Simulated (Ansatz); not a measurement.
Ideal-gas functions of C$_{2}$H$_{2}$F$_{4}$O (`FC(F)OC(F)F`) at 800 K and 1 bar, from an Ansatz frequency run at PBE0-D4/def2-TZVP.

Molar mass 118.03 g/mol, point group Cs (symmetry number 1), electronic degeneracy 1, moments of inertia 95.177, 300.575, 379.17 u Å². Harmonic wavenumbers (cm⁻¹, unscaled): 29, 67, 248, 373, 400, 547, 609, 647, 748, 1115, 1142, 1166, 1176, 1183, 1231, 1375, 1388, 1394, 1454, 3066, 3077.

Use S(trans) = R[1.5 ln M + 2.5 ln T − 1.1517]; rotational temperatures θ = 24.2544 K / I; S(rot) = R[ln(√π/σ · √(T³/θAθBθC)) + 1.5]; for each mode x = 1.438777 ν̃/T, S = R[x/(eˣ − 1) − ln(1 − e⁻ˣ)] and H = RT x/(eˣ − 1); 1 cm⁻¹ = 0.0119627 kJ/mol; R = 8.31446 J/(mol·K).

Task: By hand: the entropy, in J/(mol·K).

Result: Translation 188.9. Rotation: θ = 0.2548, 0.0807, 0.064 K, giving 128.2. Vibration, mode by mode: 32.87, 25.91, 15.10, 11.79, 11.23, 8.78, 7.96, 7.51, 6.45, 3.80, 3.65, 3.53, 3.48, 3.45, 3.22, 2.63, 2.58, 2.56, 2.35, 0.22, 0.22, in all 159.3. Electronic 0.0. Sum 476.4 J/(mol·K).

Task: By hand: H − E and G − E in kJ/mol, counted from the electronic energy.

Result: Zero-point energy ½ × 22435 × 0.0119627 = 134.2; thermal vibration 59.3; translation, rotation and pV give 4 RT = 26.6. H − E = 220.1 kJ/mol, and G − E = 220.1 − 800 × 476.4/1000 = -161.0 kJ/mol.

Vibration gives 33 % of the entropy, 58.8 J/(mol·K) of it from the modes under 150 cm⁻¹: soft modes count most, and the harmonic formula is weakest for them. The sum counts one conformer and one mirror image; others add a mixing term.
